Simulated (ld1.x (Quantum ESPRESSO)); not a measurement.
Configuration tests for Pt (Z = 78) (PAW)

ld1.x (Quantum ESPRESSO) 7.5 input, shortened:

```
&input
   title='Pt', zed=78., rel=1, dft='PBE', iswitch=3,
   config='[Xe] 4f14 5d9 6s0 6p0'
 /
 &inputp
   pseudotype=3, lpaw=.true., tm=.true., lloc=-1, rcloc=2.25,
   nlcc=.true., rcore=1.40,
   which_augfun='PSQ', rmatch_augfun_nc=.true.
 /
6
6S  1  0   0.00   0.00  2.05  2.70  0.0
6S  1  0   0.00   2.15  2.05  2.70  0.0
6P  2  1   0.00   0.00  2.80  3.45  0.0
6P  2  1   0.00   0.05  2.80  3.45  0.0
5D  3  2   9.00   0.00  1.40  1.55  0.0
5D  3  2   0.00  -0.60  1.40  1.55  0.0
 &test
   configts(1)='5d9 6s0 6p0'
 /
```

Energies are relative to the spin-unpolarised reference configuration 5d9 6s0 6p0; without spin polarisation the order of configurations can differ from experiment.

**Question.** Give the all-electron excitation energy and the error of the potential for: 5d9 6s1 6p0; 5d8 6s0 6p0; 5d7 6s0 6p0; 5d9.5 6s0.5 6p0; 5d10 6s0 6p0; 5d6 6s0 6p0; 5d8 6s2 6p0.

**Answer.**

```tsv
valence configuration	charge	ΔE all-electron (eV)	error AE − PS (meV)
5d9 6s1 6p0	0	-9.194	+2.2
5d8 6s0 6p0	+2	19.966	-40
5d7 6s0 6p0	+3	52.182	-229
5d9.5 6s0.5 6p0	0	-9.317	-1.3
5d10 6s0 6p0	0	-9.212	-11
5d6 6s0 6p0	+4	97.835	-701
5d8 6s2 6p0	0	-8.189	-19
```
